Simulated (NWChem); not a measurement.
# NbO, quartet; SMILES [Nb]=[O]

```xyz
2

Nb     0.0000     0.0000    -0.2582
O      0.0000     0.0000     1.4164
```
Atoms are numbered in this order, from 1.

Level: PBE0-D3(BJ)/def2-TZVP with def2 effective core potentials on Nb, spin-unrestricted (NWChem), optimised geometry, unscaled harmonic frequencies. def2 effective core potentials on Nb; no spin-orbit coupling.

| frequency (cm⁻¹) | IR intensity (km/mol) |
|---|---|
| 1043 | 185.5 |

```yaml
zero_point_energy: 1.5 kcal/mol
thermal correction to the enthalpy at 298.15 K (with zero-point energy): 3.6 kcal/mol
heat capacity Cv: 5.3 cal/(mol K)
```

Rigid rotor and harmonic oscillator.
